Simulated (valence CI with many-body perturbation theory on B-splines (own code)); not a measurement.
# Level structure of C+

Calculated by relativistic CI+MBPT: three valence electrons over a frozen Dirac-Fock core [He], a basis of 9 s, 9 p, 8 d, 6 f, 3 g, 1 h functions for each j, with the one-electron correlation potential Σ1, the two-electron term Σ2, the three-electron term Σ3, Breit, model QED; selected CI, second order for the rest, scaled by the run's own slope (own B-spline code, finite nucleus).

Against 29 measured levels this calculation errs by 66 cm⁻¹ on average and by 148 at most. These come from a selection out of the NIST Handbook of Basic Atomic Spectroscopic Data. Levels without a partner in it may be off by more.

Levels 1 to 37 of 37, with energies above the lowest level, 2s2 2p 2P°_1/2. "Leading %" is the weight of the configuration and term that name the level; weights of strongly mixed levels are sums over their largest components and can fall short. In the jj column 3d3/2^4 stands for four electrons in 3d with j = 3/2.

| No. | Configuration | Term | J | E (cm⁻¹) | Leading % | g | Leading jj |
| --- | --- | --- | --- | --- | --- | --- | --- |
| 1 | 2s2 2p | 2P° | 1/2 | 0.0 | 94 | 0.666 | 2s^2 2p1/2 (94 %) |
| 2 | 2s2 2p | 2P° | 3/2 | 63.2 | 94 | 1.334 | 2s^2 2p3/2 (94 %) |
| 3 | 2s 2p2 | 4P | 1/2 | 42933 | 99 | 2.670 | 2s 2p1/2^2 (44 %) |
| 4 | 2s 2p2 | 4P | 3/2 | 42955 | 99 | 1.735 | 2s 2p1/2 2p3/2 (88 %) |
| 5 | 2s 2p2 | 4P | 5/2 | 42984 | 99 | 1.601 | 2s 2p3/2^2 (66 %) |
| 6 | 2s 2p2 | 2D | 5/2 | 74997 | 96 | 1.200 | 2s 2p1/2 2p3/2 (64 %) |
| 7 | 2s 2p2 | 2D | 3/2 | 75000 | 96 | 0.799 | 2s 2p1/2 2p3/2 (64 %) |
| 8 | 2s 2p2 | 2S | 1/2 | 96630 | 89 | 2.002 | 2s 2p3/2^2 (59 %) |
| 9 | 2s 2p2 | 2P | 1/2 | 110773 | 95 | 0.666 | 2s 2p1/2 2p3/2 (64 %) |
| 10 | 2s 2p2 | 2P | 3/2 | 110812 | 95 | 1.334 | 2s 2p3/2^2 (53 %) |
| 11 | 2s2 3s | 2S | 1/2 | 116504 | 83 | 2.002 | 2s^2 3s (83 %) |
| 12 | 2s2 3p | 2P° | 1/2 | 131659 | 90 | 0.666 | 2s^2 3p1/2 (90 %) |
| 13 | 2s2 3p | 2P° | 3/2 | 131670 | 90 | 1.334 | 2s^2 3p3/2 (90 %) |
| 14 | 2p3 | 4S° | 3/2 | 142038 | 99 | 2.002 | 2p1/2 2p3/2^2 (55 %) |
| 15 | 2s2 3d | 2D | 3/2 | 145507 | 90 | 0.800 | 2s^2 3d3/2 (90 %) |
| 16 | 2s2 3d | 2D | 5/2 | 145509 | 90 | 1.200 | 2s^2 3d5/2 (90 %) |
| 17 | 2p3 | 2D° | 5/2 | 150517 | 90 | 1.200 | 2p1/2 2p3/2^2 (90 %) |
| 18 | 2p3 | 2D° | 3/2 | 150524 | 90 | 0.799 | 2p1/2 2p3/2^2 (40 %) |
| 19 | 2s2 4s | 2S | 1/2 | 157146 | 90 | 2.002 | 2s^2 4s (90 %) |
| 20 | 2s2 4p | 2P° | 1/2 | 162440 | 82 | 0.666 | 2s^2 4p1/2 (82 %) |
| 21 | 2s2 4p | 2P° | 3/2 | 162446 | 83 | 1.334 | 2s^2 4p3/2 (83 %) |
| 22 | 2s 2p 3s | 4P° | 1/2 | 166894 | 96 | 2.670 | 2s 2p1/2 3s (85 %) |
| 23 | 2s 2p 3s | 4P° | 3/2 | 166917 | 96 | 1.735 | 2s 2p1/2 3s (54 %) |
| 24 | 2s 2p 3s | 4P° | 5/2 | 166963 | 96 | 1.601 | 2s 2p3/2 3s (96 %) |
| 25 | 2s2 4d | 2D | 3/2 | 168056 | 90 | 0.800 | 2s^2 4d3/2 (90 %) |
| 26 | 2s2 4d | 2D | 5/2 | 168056 | 90 | 1.200 | 2s^2 4d5/2 (90 %) |
| 27 | 2p3 | 2P° | 1/2 | 168799 | 48 | 0.666 | 2p1/2 2p3/2^2 (48 %) |
| 28 | 2p3 | 2P° | 3/2 | 168817 | 48 | 1.334 | 2s 2p3/2 3s (32 %) |
| 29 | 2s2 4f | 2F° | 5/2 | 168967 | 91 | 0.857 | 2s^2 4f5/2 (91 %) |
| 30 | 2s2 4f | 2F° | 7/2 | 168967 | 91 | 1.143 | 2s^2 4f7/2 (91 %) |
| 31 | 2s2 5s | 2S | 1/2 | 173267 | 91 | 2.002 | 2s^2 5s (91 %) |
| 32 | 2s2 5p | 2P° | 1/2 | 175333 | 57 | 0.666 | 2s^2 5p1/2 (57 %) |
| 33 | 2s2 5p | 2P° | 3/2 | 175340 | 57 | 1.334 | 2s^2 5p3/2 (57 %) |
| 34 | 2s 2p 3s | 2P° | 1/2 | 177879 | 37 | 0.666 | 2s^2 5p1/2 (32 %) |
| 35 | 2s 2p 3s | 2P° | 3/2 | 177900 | 37 | 1.334 | 2s 2p3/2 3s (33 %) |
| 36 | 2s2 5d | 2D | 3/2 | 178416 | 90 | 0.800 | 2s^2 5d3/2 (90 %) |
| 37 | 2s2 5d | 2D | 5/2 | 178417 | 90 | 1.200 | 2s^2 5d5/2 (90 %) |

Names give the largest LS component (configuration and term), which can be under half, so a name can repeat, a term be missing and a line seem to break the LS rules; names also repeat where a configuration has a term twice.

The ionisation energy to 2s2 1S_0 of the next ion comes out as 24.373 eV (NIST: 24.3831 eV (measured)). All 37 levels together are meant to be complete up to 178529 cm⁻¹.
